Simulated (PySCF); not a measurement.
SiBrCl3, SMILES [Si](Cl)(Cl)(Br)Cl.

Geometry: PBE-D3(BJ)/def2-SVP.

Method: PBE-D3(BJ)/def2-SVP (PySCF 2.14.0).

Frequencies are harmonic and unscaled.

Modes within 1.5 cm⁻¹ of each other (mostly degenerate sets) share a row, with their intensities summed.

Computed normal modes with their intensities:
```
mode  ν (cm⁻¹)  IR (km/mol)  moving atoms (share of kinetic energy)
----  --------  -----------  --------------------------------------
1–2        122          0.1                        Cl 81 %, Br 18 %
3          177          3.8                        Cl 57 %, Br 39 %
4–5        192          8.4                        Cl 78 %, Si 17 %
6          352          8.2               Cl 70 %, Br 18 %, Si 12 %
7          544        170.1                        Si 71 %, Cl 23 %
8–9        609        315.2                        Si 67 %, Cl 33 %
```
